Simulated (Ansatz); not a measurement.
Geometry optimisation, UKS B3LYP/cc-pVDZ (Ansatz).

Input:

```yaml
crystal:
  periodic: [false, false, false]
  atoms:
    - { symbol: B, position_ang: [-1.25094, 0.57397, -1.21505] }
    - { symbol: C, position_ang: [-0.31512, 0.27204, -0.28452] }
    - { symbol: C, position_ang: [0.64622, -0.13705, 0.66798] }
    - { symbol: Cl, position_ang: [1.06706, -1.93162, 0.57645] }
    - { symbol: H, position_ang: [-0.49659, 1.33763, -0.4248] }
    - { symbol: H, position_ang: [0.29987, 0.00979, 1.69489] }
    - { symbol: H, position_ang: [1.60557, 0.37395, 0.54446] }
magnetization:
  spin_polarized: true
  initial_magnetization: 1
basis:
  gaussian: { orbitals: cc-pVDZ }
hamiltonian:
  xc: b3lyp
relax:
  f_tol: 0.02
  max_steps: 50
```

Run as:

```bash
$ ansatz run input.yaml --threads 2 --pin off --max-ram 3072MiB --backend cpu --events-out ev --progress --plain --runs-dir out
```

Where does it end, and by what steps?

The forces met the threshold. After 16 steps the energy has fallen by 0.803 eV; B1 moved furthest, 1.06 Å.

```tsv
step	energy less start (eV)	largest force component (eV/Å)	accepted
0	0.0000	3.324	yes
1	-0.2493	1.509	yes
2	-0.3623	0.738	yes
3	-0.4395	0.904	yes
4	-0.5873	1.065	yes
5	-0.6547	0.278	yes
6	-0.6669	0.273	yes
7	-0.7229	0.647	yes
8	-0.7467	0.386	yes
9	-0.7675	0.363	yes
10	-0.7772	0.444	yes
11	-0.7856	0.210	yes
12	-0.7987	0.232	yes
13	-0.8007	0.208	yes
14	-0.8032	0.046	yes
15	-0.8034	0.022	yes
16	-0.8035	0.002	yes
```

```xyz
7
Properties=species:S:1:pos:R:3
B -0.855 -0.395 -1.057
C -0.318 0.653 -0.270
C 0.641 0.017 0.678
Cl 0.499 -1.792 0.189
H -0.496 1.729 -0.271
H 0.376 0.033 1.747
H 1.709 0.253 0.545
```

Run time: 30 s on 2 threads of Intel(R) Xeon(R) Platinum 8488C (Sapphire Rapids), on a shared host, peak memory 0.21 GiB.
